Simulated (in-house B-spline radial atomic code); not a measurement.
RPA and G0W0 on TPSS: Ar8+

Configuration [He] 2s2 2p6, mean-field start TPSS. Computed with an all-electron radial atomic-structure program (B-spline basis): all electrons, scalar-relativistic (spin-free one-electron X2C), finite nucleus, each spin shell either full or empty, empty states to l = 9 with an (l + 1/2)⁻⁴ tail; G0W0 by contour deformation at full frequency.

Command:
```bash
python run_gw.py task.json out
```
Settings (radii: box in bohr, nucleus in fm):
```
Z                        18
electrons                10
configuration            [He] 2s2 2p6
hamiltonian              x2c
method                   tpss,tpss
lmax                     9
rms_radius               3.4274
spin_polarised           False
box_radius               7.7
intervals                67
```

Cost of the run: 0.6 s on 1 thread of Arm Neoverse V2, with other jobs on the host.

Energies (hartree):

| term | value |
| --- | --- |
| mean-field total | -508.18094 |
| Hartree-Fock functional on these orbitals | -507.74459 |
| direct second order | -0.66809 |
| second-order exchange | 0.23604 |
| SOSEX correction | 0.22465 |

**Question.** What is the RPA correlation energy, and what remains with SOSEX?

**Answer.** RPA gives -0.62236 hartree (-1.69 eV per electron); RPA + SOSEX gives -0.39771, and the second-order doubles -0.43206 hartree (no singles). SOSEX takes back 36 % of the RPA value.

Quasi-particle levels (eV):

| level | occupied | mean field | Σx - vxc | Σc | QP weight | G0W0 |
| --- | --- | --- | --- | --- | --- | --- |
| 2p | yes | -395.98 | -29.17 | ? | ? | ? |
| 2s | yes | -463.19 | -37.51 | 4.69 | 0.979 | -496.01 |
| 1s | yes | -3303.49 | -111.50 | 27.18 | 0.927 | -3387.81 |
| 3s | no | -151.66 | 9.04 | -0.73 | 0.998 | -143.36 |

G0W0 = mean field + (Σx - vxc) + Σc, with Σc (partial-wave tail included) taken at the quasi-particle energy.

**Question.** Where does G0W0 put 2p?

**Answer.** At -423.05 eV, with Σc = 2.10 eV and a quasi-particle weight of 0.984. The tabulated removal energy is 422.6 ± 0.06 eV (NIST, semi-empirical); the calculation leaves out spin-orbit coupling, Breit and QED terms, and what these don't explain is the method's own error.
